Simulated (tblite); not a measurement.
Parent: `[NH2:1][Si@H:2]([PH2:3])[CH2:4][CH2:5][SiH3:6]` with H–N1–Si2–P3 -49° and 171°, N1–Si2–P3–H 158° and 65°, N1–Si2–C4–C5 161°, Si2–C4–C5–Si6 -177°, C2H12NPSi2.

Structures optimised with GFN2-xTB, isolated species. One conformer each, not checked by frequencies here.

| coordinate of the parent | value |
| --- | --- |
| N1–Si2 | 1.724 Å |
| Si2–P3 | 2.247 Å |
| Si2–C4 | 1.903 Å |
| C4–C5 | 1.527 Å |
| C5–Si6 | 1.901 Å |
| N1–Si2–P3 | 105.1° |
| N1–Si2–C4 | 108.0° |
| P3–Si2–C4 | 107.9° |
| Si2–C4–C5 | 111.9° |
| C4–C5–Si6 | 112.8° |

How does the shared frame change in `[NH2:1][Si:2]([NH2:3])([PH2:4])[CH2:5][CH2:6][SiH3:7]` with H–N1–Si2–N3 -154° and 67°, N1–Si2–N3–H -76° and 61°, N1–Si2–P4–H -88° and 179°, N1–Si2–C5–C6 -69°, Si2–C5–C6–Si7 -177°, C2H13N2PSi2? Atoms pair as N1 = N3, Si2 = Si2, P3 = P4, C4 = C5, C5 = C6, Si6 = Si7 (parent first).

```
   parent   relative  value in the relative  change
   N1–Si2     N3–Si2                1.732 Å  +0.008
   Si2–P3     Si2–P4                2.251 Å  +0.004
   Si2–C4     Si2–C5                1.912 Å  +0.009
    C4–C5      C5–C6                1.527 Å   0.000
   C5–Si6     C6–Si7                1.899 Å  -0.002
N1–Si2–P3  N3–Si2–P4                 112.6°    +7.5
N1–Si2–C4  N3–Si2–C5                 105.9°    -2.1
P3–Si2–C4  P4–Si2–C5                 108.6°    +0.7
Si2–C4–C5  Si2–C5–C6                 111.4°    -0.5
C4–C5–Si6  C5–C6–Si7                 112.9°    +0.1
```

Of the parent's bonds, N1–Si2 and Si2–C4 change most and about equally (+0.008 to +0.009 Å). Bonds of the relative outside the shared frame: N1–Si2 1.736 Å. Point group C1 → C1.

How does the shared frame change in `[N:1]#[C:2][CH2:3][Si@@:4]([NH2:5])([PH2:6])[CH2:7][CH2:8][SiH3:9]` with C2–C3–Si4–N5 -58°, C3–Si4–N5–H -64° and 78°, C3–Si4–P6–H -30° and 63°, C3–Si4–C7–C8 -167°, Si4–C7–C8–Si9 179°, C4H13N2PSi2? Atoms pair as N1 = N5, Si2 = Si4, P3 = P6, C4 = C7, C5 = C8, Si6 = Si9 (parent first).

```json
{"parent": "N1–Si2", "relative": "N5–Si4", "value in the relative": "1.724 Å", "change": "0.000"}
{"parent": "Si2–P3", "relative": "Si4–P6", "value in the relative": "2.250 Å", "change": "+0.003"}
{"parent": "Si2–C4", "relative": "Si4–C7", "value in the relative": "1.906 Å", "change": "+0.003"}
{"parent": "C4–C5", "relative": "C7–C8", "value in the relative": "1.526 Å", "change": "-0.001"}
{"parent": "C5–Si6", "relative": "C8–Si9", "value in the relative": "1.901 Å", "change": "0.000"}
{"parent": "N1–Si2–P3", "relative": "N5–Si4–P6", "value in the relative": "104.1°", "change": "-1.0"}
{"parent": "N1–Si2–C4", "relative": "N5–Si4–C7", "value in the relative": "108.2°", "change": "+0.2"}
{"parent": "P3–Si2–C4", "relative": "P6–Si4–C7", "value in the relative": "110.9°", "change": "+3.0"}
{"parent": "Si2–C4–C5", "relative": "Si4–C7–C8", "value in the relative": "110.1°", "change": "-1.8"}
{"parent": "C4–C5–Si6", "relative": "C7–C8–Si9", "value in the relative": "113.1°", "change": "+0.3"}
```

No shared bond changes by more than 0.004 Å. Bonds of the relative outside the shared frame: N1≡C2 1.145, C2–C3 1.423, C3–Si4 1.950 Å. Point group C1 → C1.

How does the shared frame change in `[CH3:1][CH2:2][Si@:3]([NH2:4])([PH2:5])[CH2:6][CH2:7][SiH3:8]` with C1–C2–Si3–N4 -64°, C2–Si3–N4–H 64° and -76°, C2–Si3–P5–H 152° and 60°, C2–Si3–C6–C7 158°, Si3–C6–C7–Si8 -178°, C4H16NPSi2? Atoms pair as N1 = N4, Si2 = Si3, P3 = P5, C4 = C6, C5 = C7, Si6 = Si8 (parent first).

```csv
parent,relative,value in the relative,change
N1–Si2,N4–Si3,1.736 Å,+0.012
Si2–P3,Si3–P5,2.259 Å,+0.012
Si2–C4,Si3–C6,1.910 Å,+0.007
C4–C5,C6–C7,1.527 Å,0.000
C5–Si6,C7–Si8,1.899 Å,-0.002
N1–Si2–P3,N4–Si3–P5,109.2°,+4.1
N1–Si2–C4,N4–Si3–C6,106.1°,-1.9
P3–Si2–C4,P5–Si3–C6,107.4°,-0.5
Si2–C4–C5,Si3–C6–C7,111.8°,-0.1
C4–C5–Si6,C6–C7–Si8,112.8°,0.0
```

Of the parent's bonds, N1–Si2 and Si2–P3 change most and about equally (+0.012 Å). Bonds of the relative outside the shared frame: C1–C2 1.523, C2–Si3 1.919 Å. Point group C1 → C1.

How does the shared frame change in `[CH3:1][Si@:2]([NH2:3])([PH2:4])[CH2:5][CH2:6][SiH3:7]` with C1–Si2–N3–H -52° and 173°, C1–Si2–P4–H -66° and 26°, C1–Si2–C5–C6 171°, Si2–C5–C6–Si7 -177°, C3H14NPSi2? Atoms pair as N1 = N3, Si2 = Si2, P3 = P4, C4 = C5, C5 = C6, Si6 = Si7 (parent first).

```json
{"parent": "N1–Si2", "relative": "N3–Si2", "value in the relative": "1.734 Å", "change": "+0.010"}
{"parent": "Si2–P3", "relative": "Si2–P4", "value in the relative": "2.276 Å", "change": "+0.029"}
{"parent": "Si2–C4", "relative": "Si2–C5", "value in the relative": "1.910 Å", "change": "+0.007"}
{"parent": "C4–C5", "relative": "C5–C6", "value in the relative": "1.526 Å", "change": "-0.001"}
{"parent": "C5–Si6", "relative": "C6–Si7", "value in the relative": "1.900 Å", "change": "-0.001"}
{"parent": "N1–Si2–P3", "relative": "N3–Si2–P4", "value in the relative": "112.0°", "change": "+6.9"}
{"parent": "N1–Si2–C4", "relative": "N3–Si2–C5", "value in the relative": "106.9°", "change": "-1.1"}
{"parent": "P3–Si2–C4", "relative": "P4–Si2–C5", "value in the relative": "106.0°", "change": "-1.9"}
{"parent": "Si2–C4–C5", "relative": "Si2–C5–C6", "value in the relative": "111.8°", "change": "-0.1"}
{"parent": "C4–C5–Si6", "relative": "C5–C6–Si7", "value in the relative": "112.8°", "change": "0.0"}
```

Of the parent's bonds, Si2–P3 changes most (+0.029 Å). Bonds of the relative outside the shared frame: C1–Si2 1.906 Å. Point group C1 → C1.

The numbers are calculated, not measured.
